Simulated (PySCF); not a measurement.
SMILES CB(C)/C=C/[SiH](Cl)Cl (GFN2-xTB optimised geometry):

```
17

Si    -2.666    -0.998     0.000
Cl    -3.310    -1.939    -1.675
Cl    -3.350     0.903     0.000
C     -0.786    -0.998     0.000
C      0.002     0.063     0.217
B      1.558     0.029     0.271
C      2.380    -0.939    -0.661
C      2.294     0.980     1.290
H     -3.247    -1.685     1.148
H     -0.305    -1.954    -0.179
H     -0.493     1.010     0.417
H      3.350    -0.536    -0.942
H      1.856    -1.231    -1.568
H      2.583    -1.856    -0.105
H      3.290     0.641     1.566
H      1.728     1.158     2.202
H      2.416     1.954     0.814
```

Calculation: B3LYP/def2-SVP run with PySCF 2.14.0.

### Question
What are the frontier orbital energies and the dipole moment?

### Answer
HOMO-2 -8.75 eV, HOMO-1 -8.03 eV, HOMO -7.81 eV, LUMO -1.86 eV, LUMO+1 0.60 eV; dipole moment 1.86 D.

On the same geometry PBE/def2-SVP run with PySCF 2.14.0 gives HOMO-2 -7.63 eV, HOMO-1 -6.92 eV, HOMO -6.86 eV, LUMO -2.63 eV, LUMO+1 -0.26 eV; dipole moment 1.88 D.

Meta-Löwdin charges at B3LYP/def2-SVP: Si1 0.82, Cl2 -0.27, Cl3 -0.26, C4 -0.32, C5 -0.15, B6 0.25, C7 -0.41, C8 -0.41, H9 -0.11, H10 0.10, H11 0.10, H12 0.11, H13 0.10, H14 0.12, H15 0.10, H16 0.10, H17 0.12.
